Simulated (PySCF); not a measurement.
C₄H₄F₂O₂, SMILES O=C[C@@H]1CC(F)(F)O1. Atoms are numbered in the order given.

```xyz
12

O      3.0917     0.2468     0.0959
C      2.0141    -0.1790    -0.2246
C      0.7435     0.6418    -0.1438
C     -0.1475     0.3487     1.0904
C     -1.1391    -0.1456     0.0380
F     -1.4545    -1.4532     0.0909
F     -2.2991     0.5269    -0.0519
O     -0.2912     0.1372    -1.0237
H      1.8557    -1.2309    -0.5810
H      0.9656     1.7044    -0.3255
H      0.2111    -0.4351     1.7701
H     -0.4796     1.2315     1.6488
```
Charge 0, spin multiplicity 1.

Coordinates come from a B3LYP-D3(BJ)/def2-SVP optimisation. The structure was generated by enumeration; whether it is a known compound was not checked. The values are those of a single conformer.

Calculation: PySCF with PBE0/pcSseg-1.

GIAO shieldings, no solvent; atoms listed in one row are averaged. δ = σ(ref) − σ: ¹⁷O against H2O (σ = 334.2 ppm); ¹³C against TMS (σ = 186.3 ppm); ¹⁹F against CFCl3 (σ = 167.2 ppm); ¹H against TMS (σ = 31.56 ppm), references at their B3LYP-D3(BJ)/def2-TZVP geometries, non-relativistic.

```
nucleus  atoms  count  δ (ppm)
-------  -----  -----  -------
¹⁷O         O1      1    720.8
¹⁷O         O8      1    155.6
¹³C         C2      1    209.9
¹³C         C5      1    130.5
¹³C         C3      1     73.8
¹³C         C4      1     41.7
¹⁹F         F6      1    -71.0
¹⁹F         F7      1    -77.2
¹H          H9      1    10.42
¹H         H10      1     4.55
¹H         H12      1     3.55
¹H         H11      1     3.05
```
